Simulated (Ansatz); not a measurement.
W(NH)Cl4 (WNCl₄H), 7 atoms. Hardware: 4 threads of Intel Xeon Platinum 8259CL on a shared host.

In the def2 sets W takes a core potential; there is no spin–orbit coupling. Correlated methods freeze 21 core orbitals; core or outer-core shells of W are correlated, in sets that lack core-valence functions. In CCSD on the charge 1 doublet the largest single amplitude is 0.34, so its Hartree–Fock determinant may place the open shell otherwise than the density functionals do.

(1) How many basis functions does each of these Ansatz runs have, and roughly what does it cost? CCSD(T)/def2-SVP, charge 0 singlet, energy, from earlier orbitals; PBE-D4/def2-TZVP, charge 1 doublet at the geometry of the charge 0 singlet, energy, from earlier orbitals; MP2/def2-TZVP, charge 0 singlet, energy, from earlier orbitals; PBE-D4/def2-TZVPD, charge 0 singlet, energy, from earlier orbitals; r2SCAN-D4/def2-TZVP, charge 0 singlet, energy and forces, from earlier orbitals; PBE0-D4/def2-TZVP, charge 0 triplet at the geometry of the charge 0 singlet, energy; PBE0-D4/def2-TZVP, charge 0 singlet, energy, from earlier orbitals; PBE-D4/def2-SVP, charge 0 singlet, frequencies; PBE0-D4/def2-SVP, charge 0 singlet, energy, from earlier orbitals; PBE0-D4/def2-TZVPD, charge 0 singlet, energy, from earlier orbitals; BHLYP-D4/def2-TZVP, charge 1 doublet at the geometry of the charge 0 singlet, energy, from earlier orbitals; CCSD(T)/def2-SVP, charge 1 doublet at the geometry of the charge 0 singlet, energy, from earlier orbitals.

## Answers

(1) Other jobs shared the machine, so times can vary by a factor of up to 3. A dash marks memory too small to be measured apart from the calling script's.

```json
{"run": "PBE0-D4/def2-SVP, charge 0 singlet, energy, from earlier orbitals", "functions": "123", "fitting or Cholesky vectors": "1152", "wall time": "2.4 s", "peak host memory (GiB)": "–"}
{"run": "PBE-D4/def2-TZVPD, charge 0 singlet, energy, from earlier orbitals", "functions": "273", "fitting or Cholesky vectors": "1696", "wall time": "4.3 s", "peak host memory (GiB)": "–"}
{"run": "PBE-D4/def2-TZVP, charge 1 doublet at the geometry of the charge 0 singlet, energy, from earlier orbitals", "functions": "225", "fitting or Cholesky vectors": "1547", "wall time": "5 s", "peak host memory (GiB)": "–"}
{"run": "PBE0-D4/def2-TZVP, charge 0 singlet, energy, from earlier orbitals", "functions": "225", "fitting or Cholesky vectors": "1671", "wall time": "6.5 s", "peak host memory (GiB)": "0.85"}
{"run": "r2SCAN-D4/def2-TZVP, charge 0 singlet, energy and forces, from earlier orbitals", "functions": "225", "fitting or Cholesky vectors": "1547", "wall time": "7 s", "peak host memory (GiB)": "–"}
{"run": "MP2/def2-TZVP, charge 0 singlet, energy, from earlier orbitals", "functions": "225", "fitting or Cholesky vectors": "1457", "wall time": "7 s", "peak host memory (GiB)": "0.63"}
{"run": "PBE0-D4/def2-TZVPD, charge 0 singlet, energy, from earlier orbitals", "functions": "273", "fitting or Cholesky vectors": "1878", "wall time": "7.5 s", "peak host memory (GiB)": "1.2"}
{"run": "CCSD(T)/def2-SVP, charge 0 singlet, energy, from earlier orbitals", "functions": "123", "fitting or Cholesky vectors": "1152", "wall time": "13 s", "peak host memory (GiB)": "0.72"}
{"run": "PBE0-D4/def2-TZVP, charge 0 triplet at the geometry of the charge 0 singlet, energy", "functions": "225", "fitting or Cholesky vectors": "1671", "wall time": "14 s", "peak host memory (GiB)": "1.2"}
{"run": "BHLYP-D4/def2-TZVP, charge 1 doublet at the geometry of the charge 0 singlet, energy, from earlier orbitals", "functions": "225", "fitting or Cholesky vectors": "1832", "wall time": "52 s", "peak host memory (GiB)": "1.5"}
{"run": "PBE-D4/def2-SVP, charge 0 singlet, frequencies", "functions": "123", "fitting or Cholesky vectors": "1317", "wall time": "53 s", "peak host memory (GiB)": "–"}
{"run": "CCSD(T)/def2-SVP, charge 1 doublet at the geometry of the charge 0 singlet, energy, from earlier orbitals", "functions": "123", "fitting or Cholesky vectors": "1152", "wall time": "80 s", "peak host memory (GiB)": "1.7"}
```
